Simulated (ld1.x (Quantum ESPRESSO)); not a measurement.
## nickel (Ni): what ld1.x (Quantum ESPRESSO) 7.5 does with a changed input

Command:

```bash
ld1.x < Ni.in > Ni.out
```

Input:

```
&input
   title='Ni', zed=28., rel=1, dft='PZ', iswitch=3, lsd=1,
   config='[Ar] 3d8 4s1 4p0',
   nld=3, rlderiv=3.10, eminld=-3.0, emaxld=5.0, deld=0.02
 /
 &inputp
   pseudotype=2, tm=.true., lloc=-1, rcloc=2.60,
   nlcc=.false.,
   file_pseudopw='Ni.UPF', file_wfcaegen='ae.wfc', file_wfcncgen='nc.wfc', file_beta='beta', file_chi='chi'
 /
3
4S  1  0   1.00   0.00  2.00  2.00  0.0
4P  2  1   0.00   0.00  2.85  2.85  0.0
3D  3  2   8.00   0.00  1.05  1.05  0.0
 &test
   configts(1)='3d8 4s1 4p0'
 /
```

This is an input that runs to its end, with one change: spin polarisation asked for in a generation.

Task: How does the run end?

Result: The program runs through. The occupied levels of the test differ from the all-electron ones by at most 0.00000 Ry (unchanged input: 0.00000 Ry).

```
     dft =PZ   lsd =0 sic =0 latt =0  beta=0.20 tr2=1.0E-14
     mesh =1195 r(mesh) =  98.77016 xmin = -7.00 dx = 0.01250

     n l     nl             e AE (Ry)        e PS (Ry)    De AE-PS (Ry)
     3 2     3D   1( 8.00)       -1.34216       -1.34216        0.00000
     1 0     4S   1( 1.00)       -0.99315       -0.99315        0.00000
     2 1     4P   1( 0.00)       -0.57324       -0.57324        0.00000

     eps = 1.3E-15  iter =  7

     Etot =   -3035.406302 Ry,   -1517.703151 Ha,  -41298.806649 eV
     Etotps =   -75.346201 Ry,     -37.673101 Ha,   -1025.137294 eV

     Ekin =     127.895337 Ry,      63.947669 Ha,    1740.104711 eV
     Encl =    -148.380396 Ry,     -74.190198 Ha,   -2018.818136 eV
     Ehrt =      67.352252 Ry,      33.676126 Ha,     916.374070 eV
     Ecxc =     -11.924323 Ry,      -5.962162 Ha,    -162.238683 eV
     Epseu=    -110.289071 Ry,     -55.144536 Ha,   -1500.559256 eV

     ---------------------- End of pseudopotential test ----------------------
```
